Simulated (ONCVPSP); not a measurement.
Be (Z = 4), ONCV: configuration errors across variants

- Element: Be (Z = 4)
- Generator: ONCVPSP 4.0.1
- Type: optimised norm-conserving Vanderbilt (ONCV)
- Functional: PBE
- Relativity: scalar-relativistic
- Frozen core: none
- Valence charge: 4
- Reference configuration: 1s2 2s0.5 (charge +1.5)
- Partial waves: 1s+2s: rc 0.75 bohr, ncon 4, nbas 7, qcut 17.5 1/bohr, 2 projectors; p scattering state at 0.04 Ha: rc 0.60 bohr, ncon 4, nbas 8, qcut 13.1 1/bohr, 2 projectors, debl 2.3 Ha
- Local potential: polynomial inside 0.60 bohr (lpopt 5, dvloc0 0 Ha)
- Core correction: none

All-electron excitation energies from the reference (eV): (1) 1s2 2s2 -17.481; (2) 1s2 2s1 -7.931; (3) 1s2 2s0 10.017; (4) 1s2 2s0 2p2 -10.230.

Errors AE − PS in meV (a dash: test not solved or not reliable):

```json
{"change": "base", "(1)": "+1.0", "(2)": "+0.2", "(3)": "+0.5", "(4)": "0.0", "bound ghosts": "none", "GHOST(+) flags above zero": "none"}
{"change": "s: rc 0.62", "(1)": "+0.6", "(2)": "+0.1", "(3)": "+0.4", "(4)": "+0.1", "bound ghosts": "none", "GHOST(+) flags above zero": "none"}
{"change": "s: rc 0.78", "(1)": "+1.1", "(2)": "+0.2", "(3)": "+0.5", "(4)": "-0.1", "bound ghosts": "none", "GHOST(+) flags above zero": "none"}
{"change": "s: rc 0.84", "(1)": "+1.2", "(2)": "+0.2", "(3)": "+0.5", "(4)": "-0.2", "bound ghosts": "none", "GHOST(+) flags above zero": "none"}
{"change": "s: rc 0.98", "(1)": "+1.4", "(2)": "+0.3", "(3)": "+0.5", "(4)": "-0.5", "bound ghosts": "none", "GHOST(+) flags above zero": "none"}
{"change": "s: rc 1.1", "(1)": "+1.9", "(2)": "+0.4", "(3)": "+0.7", "(4)": "-1.5", "bound ghosts": "none", "GHOST(+) flags above zero": "none"}
```

(1) Give the same row for: s: rc 0.54; local potential polynomial inside 0.54 bohr (lpopt 5, dvloc0 0 Ha).

Answers

(1) +0.4, +0.1, +0.3, 0.0; bound ghosts: none; GHOST(+) flags above zero: none.
